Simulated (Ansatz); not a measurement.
Basis-set series for `CC[B]N` radical. Total charge 0; spin multiplicity 2. The structure was optimised at the PBE0-D4/def2-TZVP level. It is one conformer, not always the lowest.

| functional | basis | functions | energy (Eh) | HOMO (eV) | LUMO (eV) |
| --- | --- | --- | --- | --- | --- |
| PBE0-D4 | def2-SVP | 91 | -159.69396 | -4.87 | -0.34 |
| PBE0-D4 | def2-QZVPP | 438 | -159.88110 | -5.03 | -0.72 |
| ωB97M-V | def2-SVP | 91 | -159.78800 | -6.66 | 1.26 |
| ωB97M-V | def2-QZVPP | 438 | -159.98468 | -6.87 | 0.61 |

Problem. Give the rows for def2-TZVPP. (Estimate.)

Solution. Ansatz gave: 
```csv
functional,basis,functions,energy (Eh),HOMO (eV),LUMO (eV)
PBE0-D4,def2-TZVPP,222,-159.87151,-5.01,-0.65
ωB97M-V,def2-TZVPP,222,-159.97542,-6.85,0.76
```

HOMO and LUMO are taken over both spins. Positive LUMOs are unbound and depend on the basis.
